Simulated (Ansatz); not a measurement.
CH$_{9}$BGeSi (`C[SiH2][BH][GeH3]`), relaxed with RKS PBE-D4/def2-SVP in Ansatz from a rough embedded geometry. The force threshold is 0.03 eV/Å; the program also tests the step.

Charge 0, multiplicity 1.

Start:

```xyz
13

C    -0.166    1.379    1.289
Si   -0.388    1.216   -0.505
B    -0.644   -0.647   -0.887
Ge    0.692   -2.046   -0.449
H    -1.057    1.044    1.877
H    -0.019    2.512    1.572
H     0.707    0.840    1.652
H     0.767    1.681   -1.210
H    -1.578    2.019   -0.975
H    -1.668   -1.001   -1.453
H     0.170   -3.031    0.541
H     1.928   -1.278    0.222
H     1.257   -2.689   -1.674
```

Problem. How much energy does the relaxation release, and in how many steps? (Best estimate.)

Solution. Ansatz gave: 50.19 kJ/mol, in 16 steps.

Problem. Which bonds change most? (An estimate is asked.)

Solution. Ansatz gave: Si2–H8 from 1.430 to 1.520 Å; Si2–B3 from 1.920 to 2.009 Å; C1–Si2 from 1.815 to 1.896 Å; B3–Ge4 from 1.983 to 2.061 Å.

Problem. Give the relaxed structure. (Best estimate.)

Solution. Computed: 
```xyz
13

C    -0.012    1.467    1.339
Si   -0.620    1.250   -0.444
B    -0.512   -0.616   -1.180
Ge    0.703   -2.072   -0.372
H    -0.683    0.942    2.049
H     0.016    2.539    1.624
H     1.007    1.047    1.457
H     0.306    2.001   -1.387
H    -1.986    1.874   -0.611
H    -1.169   -0.920   -2.161
H    -0.216   -2.921    0.566
H     1.853   -1.531    0.522
H     1.314   -3.060   -1.404
```
